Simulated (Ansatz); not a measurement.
Input file for Ansatz (a first-principles code): R-RI-MP2/aug-cc-pVQZ on AsH3 (SMILES [AsH3]) with ghost functions, monomers drawn apart or pushed together. Files ending in .json are basis or fitting sets from the Basis Set Exchange. The run froze 14 orbitals, filled d shells among them.

Ansatz 0.2 input:
```yaml
crystal:
  periodic: [false, false, false]
  atoms:
    - {symbol: As, position_ang: [-0.74066345, 0.76931384, 4.57191773]}
    - {symbol: H, position_ang: [0.04988226, 0.39309785, 5.81173198]}
    - {symbol: H, position_ang: [-2.06974202, 0.31380560, 5.14614896]}
    - {symbol: H, position_ang: [-0.92769126, 2.21494530, 4.99482483]}
basis:
  gaussian:
    orbitals: aug-cc-pVQZ
    fitting: {mean_field: def2-universal-JKFIT, correlation: aug-cc-pVQZ-RIFIT.json}
    ghost_atoms:
      - {symbol: F, position_ang: [0.83298341, -0.55984759, -0.25489031]}
      - {symbol: H, position_ang: [0.55077934, -0.32185962, 0.60610121]}
magnetization: {spin_polarized: false}
correlation: {method: mp2, electrons: outside_noble_gas}
scf: {lower_state_search: off}
```

**Question.** What total energy does the run end on?

**Answer.** -2236.1468 hartree.
